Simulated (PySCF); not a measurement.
Species: C5H8FN.
Atom-mapped SMILES: `[H]/[N:1]=[CH:2]\[C@@H:3]1[CH2:4][CH2:5][C@H:6]1[F:7]` (hydrogens: H8 on N1; H9 on C2; H10 on C3; H11, H12 on C4; H13, H14 on C5; H15 on C6)

Cartesian coordinates in Å at the GFN2-xTB level; atoms count from 1:
```xyz
15
C5H8FN angstrom
N      2.4103   -0.9824   -0.5240
C      1.6290   -0.0406   -0.7871
C      0.4708    0.4647    0.0175
C     -0.2293   -0.4912    1.0047
C     -1.5893   -0.0547    0.4360
C     -0.8665    0.6332   -0.7267
F     -1.2435    1.9312   -0.9633
H      2.2327   -1.4587    0.3606
H      1.8027    0.4901   -1.7211
H      0.7576    1.4110    0.4842
H     -0.0078   -1.5371    0.7952
H     -0.0670   -0.2956    2.0619
H     -2.2824   -0.8462    0.1628
H     -2.0991    0.6726    1.0639
H     -0.9225    0.1118   -1.6866
```

PySCF, density fitting, gas phase, GFN2-xTB geometry. The standard run uses grid level 2 after a coarse-grid start, the def2-universal JK fitting basis (with tight functions added where the orbital basis needs them), an energy threshold of 1e-9 Eh and DIIS. The changed runs have no coarse-grid stage.

Task: Standard PBE0/pcSseg-1: E = -349.460777 Eh, HOMO -7.414 eV, LUMO -0.099 eV, dipole 2.246 D, 14 cycles (coarse-grid cycles included). What changes at PBE0/pcSseg-1 with: energy threshold 1e-07 Eh, start guess sap?

Result: E = -349.460777 Eh (0.000 mEh), HOMO -7.414 eV (0.000), LUMO -0.099 eV (0.000), dipole 2.246 D (0.000), 15 SCF cycles. The result matches the standard run within 0.02 mEh and 0.003 eV; such settings steer the iterations and don't enter the energy expression.

The cycles:
```
cycle   1  E = -320.8841247641  dE =  2.138e+01  |g| = 8.382e+00  |ddm| = 4.021e+01
cycle   2  E = -264.9994030004  dE =  5.588e+01  |g| = 1.596e+01  |ddm| = 4.074e+01
cycle   3  E = -329.2093581643  dE = -6.421e+01  |g| = 8.063e+00  |ddm| = 1.160e+01
cycle   4  E = -346.0082791534  dE = -1.680e+01  |g| = 3.391e+00  |ddm| = 7.941e+00
cycle   5  E = -330.6389892226  dE =  1.537e+01  |g| = 5.709e+00  |ddm| = 1.450e+01
cycle   6  E = -348.9590101014  dE = -1.832e+01  |g| = 1.578e+00  |ddm| = 1.408e+01
cycle   7  E = -349.1976392422  dE = -2.386e-01  |g| = 1.009e+00  |ddm| = 1.236e+00
cycle   8  E = -349.3503003735  dE = -1.527e-01  |g| = 7.667e-01  |ddm| = 1.044e+00
cycle   9  E = -349.4446886170  dE = -9.439e-02  |g| = 2.741e-01  |ddm| = 7.055e-01
cycle  10  E = -349.4574333635  dE = -1.274e-02  |g| = 1.220e-01  |ddm| = 2.634e-01
cycle  11  E = -349.4606322745  dE = -3.199e-03  |g| = 2.902e-02  |ddm| = 1.055e-01
cycle  12  E = -349.4607671089  dE = -1.348e-04  |g| = 6.929e-03  |ddm| = 2.612e-02
cycle  13  E = -349.4607761405  dE = -9.032e-06  |g| = 1.471e-03  |ddm| = 5.836e-03
cycle  14  E = -349.4607765949  dE = -4.544e-07  |g| = 3.598e-04  |ddm| = 1.483e-03
cycle  15  E = -349.4607766226  dE = -2.765e-08  |g| = 1.007e-04  |ddm| = 4.483e-04
```
